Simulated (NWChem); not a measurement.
WNHOClF; SMILES [W](=[O])(=[NH])([Cl])[F]

```xyz
6

W     -0.0218    -0.1935     0.0127
O     -0.8962    -0.6333     1.3954
N     -0.9822    -0.6259    -1.3690
H     -1.8379    -1.0098    -1.7625
F      1.5662    -1.1735    -0.0655
Cl     0.1999     2.0787    -0.0097
```
Atoms are numbered in this order, from 1.

Computed with NWChem. Medium grid unless said otherwise, to which SCAN and Minnesota functionals are sensitive. Geometry: optimised at PBE0/def2-SVP. def2 effective core potentials on W; no spin-orbit coupling. B3LYP is NWChem's, with the RPA form of VWN correlation.

### Question
Order these by “dipole (D)”, lowest first: PBE/def2-SVP; TPSSh/def2-SVP; r2SCAN0/def2-SVP.

### Answer
PBE/def2-SVP (1.50), TPSSh/def2-SVP (1.56), r2SCAN0/def2-SVP (1.66)
